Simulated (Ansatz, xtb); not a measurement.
## Relaxing a trial structure of AlFHSi2

The starting geometry of this gas-phase doublet was built from a drawn formula by distance geometry and a force field; its bonds are those of `[H]/[Si]=[Si](\F)[Al]`.

```xyz
5

Al   -4.8081   -1.9285    1.7355
F    -2.9405    0.1705   -0.3750
Si   -3.2073   -0.3111    1.2056
Si   -2.1643    0.6161    2.7005
H    -1.1812    1.6637    2.3848
```

**Question.** Predict what it relaxes into with r2SCAN-D4/def2-SVP.

**Answer.** A new bond forms, giving a structure given below by its coordinates. Contacts that close: Al1–Si4 (3.79 → 2.41 Å).

The energy falls by 1.79 eV over 13 steps:

```tsv
step	E − E(last) (eV)
1	1.793
2	1.394
4	1.101
5	0.822
6	0.498
8	0.100
9	0.024
10	0.022
12	0.000
13	0.000
```

Final geometry (Å):

```xyz
5

Al   -4.1399   -1.3383    2.4464
F    -3.0046    0.1393   -1.0176
Si   -3.2352   -0.2449    0.5487
Si   -2.4443    0.3699    2.4874
H    -1.4774    1.2847    3.1865
```

From the same start GFN2-xTB reaches the same bonding as this run.

The end wasn't checked by frequencies. Open shells are spin-unrestricted. Run with Ansatz 0.2.0, 66 s on 1 thread of Intel(R) Xeon(R) 6975P-C (Granite Rapids), on a shared host.
